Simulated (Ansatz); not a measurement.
Basis-set extrapolation for `OB1N=CO1` (PBE0-D4/def2-TZVP geometry, frozen core, the Gaussian-basis code of Ansatz). Multiplicity 1, RHF reference.

|  | def2-TZVPP | def2-QZVPP |
| --- | --- | --- |
| HF | -268.069907 | -268.082266 |
| MP2 correlation | -0.901930 | -0.969755 |
| CCSD(T) correlation | -0.950075 | not run |

Energies in hartree. Use E(X) = E(∞) + A·exp(−7.88·√X) for Hartree–Fock and E(X) = E(∞) + B·X^(−2.97) for correlation, with X = 3 and 4, and add CCSD(T) minus MP2 of the smaller set to the MP2 limit.

What is the CCSD(T) energy at the basis-set limit?

HF limit: -268.082266 + (-0.012359) × 0.13774 = -268.08397. MP2 limit: -0.969755 + (-0.067825) × 0.74074 = -1.02000. Higher-order term: -0.950075 − (-0.901930) = -0.04814. Total: -269.15211 hartree, 346.9 kJ/mol below CCSD(T)/def2-TZVPP.
